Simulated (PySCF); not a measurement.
**Working out the ionisation energy of Co**

Co [Ar] 3d7 4s2 (4F) → Co⁺ [Ar] 3d8 (3F). Calculation: PySCF 2.14, in def2-TZVP (6s4p4d1f, 45 functions); no relativity, point nucleus. Frozen: [Ar]. Energies in hartree (1 hartree = 27.21139 eV):

| part | Co (lower) | Co⁺ (upper) |
| --- | --- | --- |
| UHF | -1381.395163 | -1381.107253 |
| MP2 opposite-spin | -0.119587 | -0.142399 |
| MP2 same-spin | -0.076205 | -0.087550 |

Q: What does Hartree-Fock give?

A: (-1381.107253) − (-1381.395163) = 0.287910 hartree = 7.834 eV.

Q: What do MP2 and SCS-MP2 (6/5 opposite-spin, 1/3 same-spin) give?

A: The opposite-spin parts differ by -0.621 eV and the same-spin parts by -0.309 eV. MP2: 7.834 + (-0.621) + (-0.309) = 6.904 eV. SCS-MP2: 7.834 + 1.2 × (-0.621) + (-0.309)/3 = 6.986 eV.

Measured between the centres of the two terms (NIST): 7.869 eV, so MP2 (valence) is off by -0.965 eV.

The calculation is non-relativistic.

What remains against the reference includes basis incompleteness, the frozen core and correlation beyond second order.
